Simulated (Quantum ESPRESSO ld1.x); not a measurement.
Values are calculated unless marked as measured or tabulated.
Mean orbital radii <r> (bohr) of neutral lithium, [He] 2s1, at several levels of relativity; Dirac values are averaged over j with weights 2j + 1. Spin-unpolarised spherical Kohn-Sham, LDA (Slater exchange, VWN5 correlation), point nucleus, ld1.x of Quantum ESPRESSO 7.5. A level marked "c x" has the speed of light scaled by that factor.

shell	non-rel.	scalar-rel.	Dirac	Dirac, c x 1.25	change of magnitude, last against first (%)
1s	0.5887	0.5886	0.5886	0.5886	-0.01
2s	3.934	3.934	3.934	3.934	-0.01
2p (empty)	5.016	5.016	5.016	5.016	0.00
